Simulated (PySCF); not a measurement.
C8H6OS2, SMILES c1csc(Oc2ccsc2)c1, singlet, GFN2-xTB optimised geometry.

```
17

C     -0.38    -2.86     0.00
C      0.97    -2.86     0.00
S      1.62    -1.26     0.00
C      0.01    -0.59     0.02
O     -0.23     0.74    -0.05
C      0.67     1.61     0.51
C      1.40     1.39     1.71
C      2.16     2.47     2.04
S      1.99     3.75     0.92
C      0.89     2.84    -0.03
C     -0.94    -1.56     0.02
H     -0.98    -3.75     0.00
H      1.64    -3.69     0.00
H      1.35     0.49     2.29
H      2.81     2.58     2.89
H      0.45     3.25    -0.91
H     -1.99    -1.35     0.02
```

Density from PBE0/def2-SVP run with PySCF at that geometry.

Minimum of the electron density along straight lines between bonded atoms, close to the bond critical point (lines longer than 1.1 times the sum of covalent radii, or with two minima, are not listed):

```tsv
bond	length / Å	ρ at the minimum / e bohr⁻³	∇²ρ there / e bohr⁻⁵	position (fraction from the first atom)
C1–C2	1.353	0.325	-0.82	0.49
C2–S3	1.725	0.213	-0.45	0.46
S3–C4	1.745	0.208	-0.44	0.52
C4–O5	1.349	0.288	…	0.33
O5–C6	1.370	0.274	-0.23	0.67
C6–C7	1.422	0.292	-0.71	0.51
C7–C8	1.355	0.325	-0.82	0.49
C8–S9	1.717	0.217	-0.47	0.47
C6–C10	1.363	0.323	-0.81	0.51
S9–C10	1.715	0.217	-0.48	0.53
C1–C11	1.414	0.294	-0.72	0.50
C4–C11	1.360	0.323	-0.83	0.53
C1–H12	1.075	0.284	-1.10	0.63
C2–H13	1.071	0.285	-1.11	0.64
C7–H14	1.075	0.284	-1.11	0.64
C8–H15	1.071	0.286	-1.13	0.64
C10–H16	1.070	0.285	-1.12	0.65
C11–H17	1.074	0.283	-1.09	0.64
```

Q: Complete the blanks.

A: 
- C4–O5, ∇²ρ there / e bohr⁻⁵: -0.19
